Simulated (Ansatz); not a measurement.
Si8BH16, a doped cluster cut from the lattice of silicon (B on a surface site), 25 atoms. Hardware: 2 threads of AMD EPYC 7R13 on a shared host and a share (18 GiB) of an NVIDIA H100 80GB HBM3.

Single mean-field runs in def2-TZVP are fitted with def2-universal-jkfit.

How many basis functions does each of these Ansatz runs have, and roughly what does it cost? PBE-D4/def2-TZVP, charge 0 doublet, energy, from earlier orbitals; PBE-D4/def2-SVP, charge 0 doublet, energy, from earlier orbitals; PBE0-D4/def2-TZVP, charge 1 triplet at the geometry of the charge 0 doublet, energy; r2SCAN-D4/def2-TZVP, charge 0 doublet, energy and forces, from earlier orbitals; PBE0-D4/def2-TZVP, charge 1 singlet at the geometry of the charge 0 doublet, energy; PBE-D4/def2-TZVP, charge 1 singlet at the geometry of the charge 0 doublet, energy, from earlier orbitals; B3LYP-D4/def2-TZVP, charge 1 singlet at the geometry of the charge 0 doublet, energy, from earlier orbitals; B97M-V/def2-TZVP, charge 0 doublet, energy, from earlier orbitals; PBE-D4/def2-TZVP, charge 1 triplet at the geometry of the charge 0 doublet, energy, from earlier orbitals; B3LYP-D4/6-31G, charge 0 doublet, energy; PBE0-D4/def2-TZVP, charge -1 triplet at the geometry of the charge 0 doublet, energy; PBE0-D4/def2-TZVP, charge -1 singlet at the geometry of the charge 0 doublet, energy.

Other jobs shared the machine, so times can vary by a factor of up to 3.

| run | functions | fitting or Cholesky vectors | wall time | peak host memory (GiB) |
| --- | --- | --- | --- | --- |
| B3LYP-D4/6-31G, charge 0 doublet, energy | 145 | 1758 | 2.4 s | 0.87 |
| PBE-D4/def2-SVP, charge 0 doublet, energy, from earlier orbitals | 238 | 2650 | 2.4 s | 0.93 |
| PBE-D4/def2-TZVP, charge 0 doublet, energy, from earlier orbitals | 423 | 1387 | 3 s | 0.93 |
| PBE0-D4/def2-TZVP, charge -1 singlet at the geometry of the charge 0 doublet, energy | 423 | 1387 | 3 s | 0.86 |
| B3LYP-D4/def2-TZVP, charge 1 singlet at the geometry of the charge 0 doublet, energy, from earlier orbitals | 423 | 1387 | 3.4 s | 0.85 |
| PBE-D4/def2-TZVP, charge 1 singlet at the geometry of the charge 0 doublet, energy, from earlier orbitals | 423 | 1387 | 3.6 s | 0.85 |
| PBE0-D4/def2-TZVP, charge 1 singlet at the geometry of the charge 0 doublet, energy | 423 | 1387 | 4.4 s | 0.87 |
| r2SCAN-D4/def2-TZVP, charge 0 doublet, energy and forces, from earlier orbitals | 423 | 1387 | 5 s | 1.1 |
| B97M-V/def2-TZVP, charge 0 doublet, energy, from earlier orbitals | 423 | 1387 | 6 s | 1.4 |
| PBE-D4/def2-TZVP, charge 1 triplet at the geometry of the charge 0 doublet, energy, from earlier orbitals | 423 | 1387 | 6.5 s | 0.98 |
| PBE0-D4/def2-TZVP, charge -1 triplet at the geometry of the charge 0 doublet, energy | 423 | 1387 | 7 s | 0.99 |
| PBE0-D4/def2-TZVP, charge 1 triplet at the geometry of the charge 0 doublet, energy | 423 | 1387 | 8.5 s | 0.99 |
